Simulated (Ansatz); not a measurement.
```yaml
crystal:
  periodic: [false, false, false]
  atoms:
    - {symbol: O, position_ang: [0.885740, 1.819277, 0.641597]}
    - {symbol: B, position_ang: [0.390488, 0.624274, 0.253888]}
    - {symbol: N, position_ang: [-0.746869, 0.096627, -0.355293]}
    - {symbol: Si, position_ang: [0.303349, -1.276184, -0.028882]}
    - {symbol: H, position_ang: [0.299726, 2.559299, 0.456021]}
    - {symbol: H, position_ang: [-1.630762, 0.394726, -0.738904]}
    - {symbol: H, position_ang: [-0.221000, -2.275102, 0.940761]}
    - {symbol: H, position_ang: [0.811528, -2.000117, -1.224990]}
basis:
  gaussian: {orbitals: cc-pVTZ-DK}
hamiltonian: {xc: {name: B2PLYP}, dispersion: d2}
accuracy: high
```

```sh
$ ansatz run in.yaml --threads 2 --pin off --events-out ev --progress --plain --max-ram 4352MiB
```

**Question.** How does Ansatz answer? (An estimate is asked.)

**Answer.** Computed: The program refused the input.
```
Error: YAML parse error: error: line 14 column 47: hamiltonian.dispersion: `d2` is not `none`, `rvv10`, `d3bj`, `d3bjatm`, `d4` or a map `{method: …, s8: …, a1: …, a2_bohr: …}` (numbers without units, a2 in bohr) or `{method: …, functional: …}`
12 | basis:
13 |   gaussian: {orbitals: cc-pVTZ-DK}
14 | hamiltonian: {xc: {name: B2PLYP}, dispersion: d2}
15 | accuracy: high
```
